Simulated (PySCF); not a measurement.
# Correlation energy of Ne(2+) (neon, charge +2)

[He] 2s2 2p4, high-spin 3P determinant. Calculation: PySCF 2.14, in dyall-av2z (11s7p2d, 42 functions); the non-relativistic Hamiltonian (point nucleus). Frozen: 1s2; 6 electrons correlated; the 8 highest virtual orbitals of each spin left out.

MP2 pair energies summed by pair of shells (mhartree):

```
 pair  energy  share (%)
2p-2p  -57.61       46.4
2s-2p  -57.16       46.1
2s-2s   -9.33        7.5
```

Total MP2 correlation energy: -124.10 mhartree.

Same-spin part -31.17 and opposite-spin part -92.92 mhartree; SCS-MP2 scales them by 1/3 and 6/5 to -121.90 mhartree.
